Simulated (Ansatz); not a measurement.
Input for Ansatz (a first-principles code): R-wB97X-V/def2-TZVPP on CH3F2Ga (SMILES [CH3][Ga]([F])[F]), a point of a torsion scan.

Ansatz 0.2 input:
```yaml
crystal:
  periodic: [false, false, false]
  atoms:
    - {symbol: C, position_ang: [-1.00245127, -0.09582972, -0.00133526]}
    - {symbol: Ga, position_ang: [1.01193160, 0.08626410, -0.08599561]}
    - {symbol: F, position_ang: [2.11472857, -0.29114352, 1.22170282]}
    - {symbol: F, position_ang: [1.90811481, 0.64904207, -1.48235353]}
    - {symbol: H, position_ang: [-1.33703028, 0.23878190, 0.97773775]}
    - {symbol: H, position_ang: [-1.26719966, -1.14136594, -0.14319652]}
    - {symbol: H, position_ang: [-1.43054848, 0.51293232, -0.79384449]}
basis:
  gaussian:
    orbitals: def2-TZVPP
hamiltonian:
  xc: {name: wB97X-V}
scf: {lower_state_search: off}
```

The head of its log:

```
WARN ansatz: RAYON_NUM_THREADS=1 ignored (pool sized by the plan → 1); use --threads N
Functional definition: wB97X-V
these checks for a lower state are left out or cut short: stability, starts, cluster_reference, orbital_swaps, neighbouring_geometries, increment
integrals: 0.13 GiB planned
1072 factors; their error is unknown
integrals: 0.16 GiB planned
238 factors; integrals over basis functions are off by at most 7.8e-6 eV
mean field: 1.06 GiB planned
mean field evaluation 1: about -58890.4446 eV, gradient 6.0e1 eV
mean field evaluation 2: about -58889.4599 eV, gradient 7.4e1 eV
```

Problem. Predict the final total energy.

Solution. -2164.3983 hartree.
